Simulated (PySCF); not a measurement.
## Working out the ionisation energy of Ir⁺

Ir⁺ [Xe] 4f14 5d7 6s1 (5F) → Ir²⁺ [Xe] 4f14 5d7 (4F). All numbers are calculated (PySCF 2.14, the spin-free X2C one-electron Hamiltonian (Gaussian nucleus), in x2c-TZVPPall with one added diffuse shell each of s, p, d, f type (12s8p8d4f1g, 113 functions)). Frozen: [Xe] 4f14. Energies in hartree (1 hartree = 27.21139 eV):

```json
{"part": "UHF", "Ir⁺ (lower)": "-17823.692567", "Ir²⁺ (upper)": "-17823.090930"}
{"part": "CCSD correlation", "Ir⁺ (lower)": "-0.172510", "Ir²⁺ (upper)": "-0.139659"}
{"part": "(T)", "Ir⁺ (lower)": "-0.005370", "Ir²⁺ (upper)": "-0.003818"}
```

Problem. What does Hartree-Fock give?

Solution. (-17823.090930) − (-17823.692567) = 0.601637 hartree = 16.371 eV.

Problem. What do CCSD and CCSD(T) give?

Solution. The CCSD correlation energies differ by 0.032851 hartree = 0.894 eV and the triples by 0.001552 hartree = 0.042 eV, so CCSD gives 17.265 eV and CCSD(T) 17.307 eV.

A first-order spin-orbit estimate adds -0.036 eV to CCSD(T) (valence), giving 17.271 eV against 17 ± 0.3 eV (semi-empirical (NIST evaluation); NIST Atomic Spectra Database, ionization energies).

What remains against the reference includes basis incompleteness, the frozen core and higher excitations.
